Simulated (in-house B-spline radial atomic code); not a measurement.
# RPA and G0W0 on PBEsol: Xe6+

Configuration [Kr] 4d10 5s2, mean-field start PBEsol. Computed with a B-spline radial code for spherical atoms: all electrons, scalar-relativistic (spin-free one-electron X2C), finite nucleus, each spin shell either full or empty, empty states to l = 9 with an (l + 1/2)⁻⁴ tail; G0W0 by contour deformation at full frequency.

Command:
```bash
python run_gw.py task.json out
```
Settings (radii: box in bohr, nucleus in fm):
```
Z                        54
electrons                48
configuration            [Kr] 4d10 5s2
hamiltonian              x2c
method                   pbesol
lmax                     9
rms_radius               4.7859
spin_polarised           False
box_radius               9.29
intervals                66
ion_configuration        [Kr] 4d10 5s1
```

Time taken, with all properties: 9.1 s on 1 thread of Intel(R) Xeon(R) Platinum 8488C, on a shared host.

Energies (hartree):

```csv
term,value
mean-field total,-7434.61480
Hartree-Fock functional on these orbitals,-7435.37868
direct second order,-4.4713
second-order exchange,1.2213
SOSEX correction,1.1365
```

Task: What is the RPA correlation energy, and what remains with SOSEX?

Result: RPA gives -3.9315 hartree (-2.23 eV per electron); RPA + SOSEX gives -2.795, and the second-order doubles -3.2499 hartree (no singles). SOSEX takes back 29 % of the RPA value.

Quasi-particle levels (eV):

```tsv
level	occupied	mean field	Σx - vxc	Σc	QP weight	G0W0
5s	yes	-86.19	-3.66	?	?	?
4d	yes	-134.35	-12.79	0.78	0.857	-146.36
5p	no	-70.93	7.03	-1.91	0.962	-65.81
```

G0W0 = mean field + (Σx - vxc) + Σc, with Σc (partial-wave tail included) taken at the quasi-particle energy. Only the outer levels were computed. Levels of low weight are left out.

Task: Where does G0W0 put 5s?

Result: At -92.65 eV, with Σc = -2.80 eV and a quasi-particle weight of 0.964. The tabulated removal energy is 91.6 ± 0.5 eV (NIST, semi-empirical); the calculation leaves out spin-orbit coupling, Breit and QED terms, and what these don't explain is the method's own error.

Task: What does it cost to remove one electron (to [Kr] 4d10 5s1) by differences of total energies, each species on its own start (correlation terms add to the Hartree-Fock functional)?

Result: PBEsol 92.44 eV, Hartree-Fock functional 89.61 eV, + RPA 92.58 eV, + RPA + SOSEX 91.93 eV, + second order 93.55 eV. Tabulated: 91.6 ± 0.5 eV (NIST, semi-empirical); the calculation leaves out spin-orbit coupling, Breit and QED terms, and what these don't explain is the method's own error.
